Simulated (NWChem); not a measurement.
System: C2H4BF2N; SMILES B(N)(F)/C=C\F

The following NWChem deck was run.

```
start job
memory heap 200 mb stack 900 mb global 1100 mb
geometry units angstroms noautoz
  N     -1.398000     0.763513     0.000000
  B     -0.013812     0.942219     0.000000
  F      0.468008     2.198356     0.000000
  C      1.020545    -0.230093     0.000000
  C      0.734179    -1.530324     0.000000
  F     -0.520540    -1.993112     0.000000
  H     -2.039970     1.544832     0.000000
  H     -1.824998    -0.151670     0.000000
  H      2.088984     0.005892     0.000000
  H      1.456698    -2.353313     0.000000
end
basis spherical
  N library 6-31g*
  B library 6-31g*
  F library 6-31g*
  C library 6-31g*
  H library 6-31g*
end
dft
  xc xpbe96 cpbe96
  iterations 150
  mulliken
end
task dft energy
```

Output (shortened):

```
             Northwest Computational Chemistry Package (NWChem) 7.3.0
             --------------------------------------------------------

 CS  symmetry detected

                             Geometry "geometry" -> ""
                             -------------------------

 Output coordinates in angstroms (scale by  1.889725989 to convert to a.u.)

  No.       Tag          Charge          X              Y              Z
 ---- ---------------- ---------- -------------- -------------- --------------
    1 N                    7.0000    -1.40292527     0.74107745     0.00000000
    2 B                    5.0000    -0.02060036     0.93366535     0.00000000
    3 F                    9.0000     0.44858953     2.19457435     0.00000000
    4 C                    6.0000     1.02546918    -0.22820742     0.00000000
    5 C                    6.0000     0.75216595    -1.53124675     0.00000000
    6 F                    9.0000    -0.49784560    -2.00660306     0.00000000
    7 H                    1.0000    -2.05270380     1.51591468     0.00000000
    8 H                    1.0000    -1.82071753    -0.17834456     0.00000000
    9 H                    1.0000     2.09148618     0.01848791     0.00000000
   10 H                    1.0000     1.48290760    -2.34694353     0.00000000

 Effective nuclear repulsion energy (a.u.)     214.0568261423

      Symmetry information
      --------------------

 Group name             Cs
 Group number              2
 Group order               2
 No. of unique centers    10

  pbe96 is a nonlocal functional; adding pw91lda local functional.

                                 NWChem DFT Module
                                 -----------------

 Summary of "ao basis" -> "ao basis" (spherical)
 ------------------------------------------------------------------------------
       Tag                 Description            Shells   Functions and Types
 ---------------- ------------------------------  ------  ---------------------
 N                           6-31g*                  6       14   3s2p1d
 B                           6-31g*                  6       14   3s2p1d
 F                           6-31g*                  6       14   3s2p1d
 C                           6-31g*                  6       14   3s2p1d
 H                           6-31g*                  2        2   2s

      Symmetry analysis of basis
      --------------------------

        a'         68
        a"         24

            General Information
            -------------------
          SCF calculation type: DFT
          Wavefunction type:  closed shell.
          No. of atoms     :    10
          No. of electrons :    46
           Alpha electrons :    23
            Beta electrons :    23
          Charge           :     0
          Spin multiplicity:     1
          Use of symmetry is: on ; symmetry adaption is: on
          Maximum number of iterations: 150
          AO basis - number of functions:    92
                     number of shells:    44
          Convergence on energy requested:  1.00D-06
          Convergence on density requested:  1.00D-05
          Convergence on gradient requested:  5.00D-04

              XC Information
              --------------
          PerdewBurkeErnzerhof Exchange Functional  1.000
            Perdew 1991 LDA Correlation Functional  1.000 local
           PerdewBurkeErnz. Correlation Functional  1.000 non-local

             Grid Information
             ----------------
          Grid used for XC integration:  medium
          Radial quadrature: Mura-Knowles
          Angular quadrature: Lebedev.
          Tag              B.-S. Rad. Rad. Pts. Rad. Cut. Ang. Pts.
          ---              ---------- --------- --------- ---------
          N                   0.65       49          11.0       434
          B                   0.85       49          10.0       434
          F                   0.50       49          11.0       434
          C                   0.70       49          10.0       434
          H                   0.35       45          12.0       434
          Grid pruning is: on
          Number of quadrature shells:   474
          Spatial weights used:  Erf1

      Superposition of Atomic Density Guess
      -------------------------------------

 Sum of atomic energies:        -354.87792924

      Non-variational initial energy
      ------------------------------

 Total energy =    -357.489909
 1-e energy   =    -912.867682
 2-e energy   =     341.320946
 HOMO         =      -0.291937
 LUMO         =       0.018818

      Symmetry analysis of molecular orbitals - initial
      -------------------------------------------------

  Numbering of irreducible representations:

     1 a'          2 a"

  Orbital symmetries:

     1 a'          2 a'          3 a'          4 a'          5 a'
     6 a'          7 a'          8 a'          9 a'         10 a'
    11 a'         12 a'         13 a'         14 a'         15 a"
    16 a"         17 a'         18 a'         19 a'         20 a'
    21 a'         22 a"         23 a"         24 a"         25 a'
    26 a'         27 a"         28 a'         29 a'         30 a'
    31 a'         32 a'         33 a'

     ---------------------------------------------
      Total Density - Mulliken Population Analysis
     ---------------------------------------------

    Atom       Charge   Shell Charges
 -----------   ------   -------------------------------------------------------
    1 N    7     8.09   2.00  0.81  2.69  0.80  1.79  0.01
    2 B    5     4.12   2.00  0.54  1.05  0.26  0.16  0.11
    3 F    9     9.50   2.00  0.95  3.46  0.99  2.10  0.01
    4 C    6     6.67   2.00  0.74  2.08  0.62  1.21  0.02
    5 C    6     5.48   2.00  0.70  1.55  0.50  0.66  0.07
    6 F    9     9.43   2.00  0.94  3.38  1.00  2.09  0.01
    7 H    1     0.57   0.41  0.16
    8 H    1     0.56   0.41  0.15
    9 H    1     0.76   0.45  0.31
   10 H    1     0.82   0.47  0.35

   convergence    iter        energy       DeltaE   RMS-Dens  Diis-err
 ---------------- ----- ----------------- --------- --------- ---------
 d= 0,ls=0.0,diis     1   -357.4535203247 -5.72D+02  1.97D-02  1.11D+00
 d= 0,ls=0.0,diis     2   -357.2619435525  1.92D-01  1.26D-02  3.04D+00
 d= 0,ls=0.0,diis     3   -357.5689709159 -3.07D-01  4.01D-03  8.84D-02
 d= 0,ls=0.0,diis     4   -357.5691259460 -1.55D-04  2.27D-03  8.72D-02
 d= 0,ls=0.0,diis     5   -357.5808805244 -1.18D-02  2.71D-04  1.26D-03
  Resetting Diis
 d= 0,ls=0.0,diis     6   -357.5809945009 -1.14D-04  8.10D-05  9.78D-05
 d= 0,ls=0.0,diis     7   -357.5810054737 -1.10D-05  5.59D-05  1.19D-05
 d= 0,ls=0.0,diis     8   -357.5810027975  2.68D-06  3.69D-05  4.26D-05
 d= 0,ls=0.0,diis     9   -357.5810065848 -3.79D-06  3.29D-06  1.80D-07
 d= 0,ls=0.0,diis    10   -357.5810066011 -1.63D-08  9.50D-07  1.86D-08

         Total DFT energy =     -357.581006601068
      One electron energy =     -917.032190729119
           Coulomb energy =      389.323679520057
    Exchange-Corr. energy =      -43.929321534285
 Nuclear repulsion energy =      214.056826142279

 Numeric. integr. density =       46.000019531072

                  Occupations of the irreducible representations
                  ----------------------------------------------

                     irrep           alpha         beta
                     --------     --------     --------
                     a'               19.0         19.0
                     a"                4.0          4.0

                       DFT Final Molecular Orbital Analysis
                       ------------------------------------

 Vector   21  Occ=2.000000D+00  E=-2.784796D-01  Symmetry=a'
              MO Center=  4.5D-01,  6.2D-01,  1.5D-15, r^2= 3.3D+00
   Bfn.  Coefficient  Atom+Function         Bfn.  Coefficient  Atom+Function
  ----- ------------  ---------------      ----- ------------  ---------------
    31      0.368893   3 F  px               46     -0.261791   4 C  py
    35      0.255940   3 F  px               32     -0.210641   3 F  py
    45      0.205954   4 C  px                6      0.201546   1 N  s
    48     -0.195270   4 C  s                17     -0.180525   2 B  px
    60      0.176216   5 C  py                3      0.167929   1 N  px

 Vector   22  Occ=2.000000D+00  E=-2.445670D-01  Symmetry=a"
              MO Center= -3.1D-01,  3.6D-01, -5.5D-16, r^2= 3.0D+00
   Bfn.  Coefficient  Atom+Function         Bfn.  Coefficient  Atom+Function
  ----- ------------  ---------------      ----- ------------  ---------------
     5      0.391996   1 N  pz                9      0.319859   1 N  pz
    33     -0.253590   3 F  pz               47      0.252088   4 C  pz
    75     -0.191440   6 F  pz               37     -0.187782   3 F  pz
    51      0.187438   4 C  pz               61      0.177033   5 C  pz
    19      0.172390   2 B  pz               79     -0.141711   6 F  pz

 Vector   23  Occ=2.000000D+00  E=-2.146349D-01  Symmetry=a"
              MO Center= -1.1D-01, -2.9D-01,  8.6D-16, r^2= 3.1D+00
   Bfn.  Coefficient  Atom+Function         Bfn.  Coefficient  Atom+Function
  ----- ------------  ---------------      ----- ------------  ---------------
     5      0.382676   1 N  pz                9      0.323364   1 N  pz
    47     -0.310736   4 C  pz               61     -0.308351   5 C  pz
    51     -0.233791   4 C  pz               75      0.227418   6 F  pz
    79      0.179965   6 F  pz               65     -0.177406   5 C  pz
    33     -0.051148   3 F  pz               19      0.048402   2 B  pz

 Vector   24  Occ=0.000000D+00  E=-4.007926D-02  Symmetry=a"
              MO Center=  4.9D-01, -4.9D-01, -1.2D-15, r^2= 2.9D+00
   Bfn.  Coefficient  Atom+Function         Bfn.  Coefficient  Atom+Function
  ----- ------------  ---------------      ----- ------------  ---------------
    65      0.479278   5 C  pz               61      0.458137   5 C  pz
    51     -0.371649   4 C  pz               47     -0.288391   4 C  pz
    19     -0.277523   2 B  pz               23     -0.234841   2 B  pz
     9      0.217240   1 N  pz               75     -0.190937   6 F  pz
     5      0.185920   1 N  pz               79     -0.176820   6 F  pz

 Vector   25  Occ=0.000000D+00  E= 6.994588D-02  Symmetry=a'
              MO Center= -1.1D+00,  4.7D-01, -2.1D-17, r^2= 5.6D+00
   Bfn.  Coefficient  Atom+Function         Bfn.  Coefficient  Atom+Function
  ----- ------------  ---------------      ----- ------------  ---------------
     6      1.256687   1 N  s                86     -1.098799   7 H  s
    88     -0.793726   8 H  s                90     -0.664969   9 H  s
     7     -0.397383   1 N  px               63      0.345074   5 C  px
    48      0.301978   4 C  s                50      0.287287   4 C  py
    92     -0.281173  10 H  s                76      0.263090   6 F  s

 Vector   26  Occ=0.000000D+00  E= 8.890743D-02  Symmetry=a'
              MO Center=  8.6D-01, -8.9D-01, -2.6D-15, r^2= 6.2D+00
   Bfn.  Coefficient  Atom+Function         Bfn.  Coefficient  Atom+Function
  ----- ------------  ---------------      ----- ------------  ---------------
    92      1.267644  10 H  s                62     -0.978139   5 C  s
    90      0.943917   9 H  s                 6      0.788836   1 N  s
    88     -0.613207   8 H  s                63     -0.476643   5 C  px
    48     -0.440699   4 C  s                49     -0.411474   4 C  px
    20     -0.382876   2 B  s                86     -0.370177   7 H  s

     ---------------------------------------------
      Total Density - Mulliken Population Analysis
     ---------------------------------------------

    Atom       Charge   Shell Charges
 -----------   ------   -------------------------------------------------------
    1 N    7     7.72   2.00  0.76  2.56  0.81  1.57  0.02
    2 B    5     4.57   2.00  0.52  1.45  0.18  0.31  0.12
    3 F    9     9.24   2.00  0.93  3.32  0.99  1.99  0.01
    4 C    6     6.30   2.00  0.67  2.09  0.61  0.91  0.02
    5 C    6     5.88   2.00  0.70  1.96  0.47  0.69  0.07
    6 F    9     9.24   2.00  0.94  3.30  1.02  1.97  0.02
    7 H    1     0.67   0.50  0.17
    8 H    1     0.67   0.50  0.17
    9 H    1     0.85   0.52  0.33
   10 H    1     0.85   0.53  0.33

     -------------------------------------------
      Total Density - Lowdin Population Analysis
     -------------------------------------------

    Atom       Charge   Shell Charges
 -----------   ------   -------------------------------------------------------
    1 N    7     7.33   1.99  0.67  2.37  0.51  1.75  0.04
    2 B    5     5.14   1.98  0.41  1.33  0.32  0.79  0.32
    3 F    9     9.01   1.99  0.90  3.17  0.78  2.14  0.02
    4 C    6     6.24   1.99  0.54  1.88  0.43  1.34  0.06
    5 C    6     5.98   1.99  0.54  1.75  0.41  1.12  0.17
    6 F    9     9.07   1.99  0.92  3.17  0.81  2.14  0.04
    7 H    1     0.75   0.47  0.28
    8 H    1     0.75   0.47  0.28
    9 H    1     0.84   0.48  0.36
   10 H    1     0.87   0.50  0.38

     Multipole analysis of the density
     ---------------------------------

     L   x y z        total         alpha         beta         nuclear
     -   - - -        -----         -----         ----         -------
     0   0 0 0     -0.000000    -23.000000    -23.000000     46.000000

     1   1 0 0     -0.298560     -0.149280     -0.149280      0.000000
     1   0 1 0     -0.452160     -0.226080     -0.226080      0.000000
     1   0 0 1     -0.000000     -0.000000     -0.000000      0.000000

     2   2 0 0    -19.905874    -84.279714    -84.279714    148.653554
     2   1 1 0     -3.110420      5.705119      5.705119    -14.520658
     2   1 0 1      0.000000      0.000000      0.000000      0.000000
     2   0 2 0    -25.097214   -208.967141   -208.967141    392.837068
     2   0 1 1     -0.000000     -0.000000     -0.000000      0.000000
     2   0 0 2    -25.538956    -12.769478    -12.769478      0.000000
```

Level: PBE/6-31G* (spherical d). All runs use the structure optimised with PBE0/def2-SVP.
